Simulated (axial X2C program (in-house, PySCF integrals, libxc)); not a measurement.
# Nuclear properties of AsS⁻

Calculated with an axial X2C code built on PySCF integrals: two-component X2C with atomic mean-field Coulomb and Gaunt terms, Gaussian nuclei, basis As dyall-acv3z, S dyall-av3z with contracted cores.

R = 2.122 Å (near the PBE0 minimum at charge -1 of the determinant lowest at the starting distance; the state shown can have its own minimum elsewhere).

Determinant lowest in the PBE0 search, Ω = 1 (⟨Sz⟩ = 1.00, ⟨Lz⟩ = 0.00 at PBE0), spin on the atoms As 0.78, S 0.22:

```tsv
level	Eeff magnitude (GV/cm)	Ws magnitude As (kHz)	A∥/gI As (MHz)	qzz As (a.u.)	A∥/gI S (MHz)	qzz S (a.u.)
PBE0	0.188	0.106	-362	0.30	-60.4	1.21
HF	0.66	0.309	-288	-0.39	-9.23	1.55
PBE	0.0868	0.0605	-366	0.45	-72.5	1.11
TPSSh	0.155	0.0924	-331	0.47	-52	1.19
LDA	0.0474	0.000737	-320	0.61	-77.1	1.09
```

Determinant 0.49 eV from it at PBE0 and this distance, Ω = 0 (closed shell), highest spinor 53% As p, 22% S p, 10% S d:

| level | qzz As (a.u.) | qzz S (a.u.) |
| --- | --- | --- |
| PBE0 | 0.52 | 1.08 |
| HF | -0.22 | 1.32 |
| PBE | 0.66 | 1.00 |
| TPSSh | 0.68 | 1.05 |
| LDA | 0.76 | 1.01 |

Eeff is the effective electric field on the electron electric dipole moment in this Ω state and Ws the scalar–pseudoscalar constant of the nucleus named (defined with the proton number Z and per Ω); A∥ (defined per Ω) follows by multiplying with gI = μI/(I μN); qzz is the electric field gradient, eQq0 = 234.96 MHz × Q/barn × qzz. The operators were transformed with the bare-nucleus X2C matrices; with these basis sets, hyperfine constants and field gradients can be off by tens of per cent, and where levels differ in sign neither size nor sign is settled.

With gI(75As) = 0.9597, Q(33S) = -0.0694 barn (g factors from the IAEA table of nuclear moments by Stone; Q from Pyykkö, Mol. Phys. 2018), turn the PBE0 values of the first state into constants in MHz.

A∥(75As) = -362 × 0.9597 = -347 MHz; eQq0(33S) = 234.96 × (-0.0694) × (1.21) = -19.7 MHz.

Each state is one determinant with collinear spin, which with several unpaired electrons need not be a pure state. Unrestricted Hartree–Fock can overshoot spin polarisation at the nuclei. In the state Ω = 1 the sign of Eeff differs between levels (LDA against PBE0). For an anion, determinants above electron detachment, or with a positive highest level, are held by the basis set. A closed determinant beside an open π² or δ² triplet, such as (π1/2)², mixes with its partner pair into the 0⁺ component of the triplet and ¹Σ⁺, so its energy is not that of a level, and 0⁺ can lie lowest. With several open shells hyperfine constants can be off by a factor of several. Where Eeff spreads by more than a factor of two the levels disagree and none is to be relied on. Open-shell Ω = 0 determinants with evenly filled partner blocks cannot be reached by this program, so the Ω shown need not be the lowest component. States lie within half an eV, so the first need not be the ground state. The sign of Ws at As differs between levels in the first state. Further determinants of the search, some of them spin-mixed, are not shown. Where a field gradient or hyperfine factor spreads by more than a factor of two over the levels, a constant derived from it is not to be relied on. PBE0 term energies can be off by some tenths of an eV.
